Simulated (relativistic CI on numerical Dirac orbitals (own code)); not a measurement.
**Eu59+: sensitivity of the levels to the model**

Base calculation: Dirac-Coulomb-Breit CI, KLI orbitals optimised for each configuration, a model potential for QED, unscaled Slater integrals.

Configuration list (outside the closed core 1s2): 2s², 2s2p, 2p², 2p3s, 2p3p, 2s3s, 2s3p, 2s3d, 2s4s, 2s4p, 2s4d, 2s4f, 2s5s, 3s², 2s5p, 2s5d, 2s5f, 2s5g, 3s3p, 3p². Levels of other configurations are missing.

The lowest level and the first level of each name with at least 55 % of one term (blank where a level has no safe partner in the second run):

```
    Level  Base (eV)  Shift (eV)
  2s² ¹S0       0.00        0.00
2s2p ³P°0     131.61       -0.01
2s2p ³P°1     160.09       -0.01
  2p² ³P0     377.54       -0.16
2s2p ³P°2     850.46       -0.01
2s2p ¹P°1     926.24       -0.01
  2p² ³P1    1060.83       -0.17
  2p² ¹D2    1078.18       -0.17
  2p² ³P2    1790.16       -0.17
  2p² ¹S0    1847.44       -0.17
 2s3s ³S1    7615.85       +0.91
 2s3s ¹S0    7642.63       +0.91
2s3p ³P°0    7679.23       +1.06
2s3p ³P°1    7680.05       +1.06
2p3s ³P°0    7781.79       +0.40
2p3s ³P°1    7781.82       +0.42
 2p3p ³D1    7819.69       +0.62
 2p3p ³P0    7863.20       +0.61
2s3p ³P°2    7891.00       +1.06
2s3p ¹P°1    7899.20       +1.04
 2s3d ³D1    7920.73       +1.11
 2s3d ³D2    7924.64       +1.11
```

At this charge energies of transitions that change n are usually good to better than 1 %, and those within a shell (Δn = 0) to a few per cent.

Task: One thing was changed in a second run, which moved the levels as shown. Which?
A. configuration mixing switched off
B. QED terms removed
C. non-relativistic limit
D. P86 correlation estimate
E. Breit term removed

Result: D. P86 correlation estimate. A correlation estimate moves all levels of a configuration together before mixing; mixed levels move by a weighted share.

LS names give the leading component of a level, which can be under half, so a name can repeat, a term be missing and a line seem to break the LS rules.
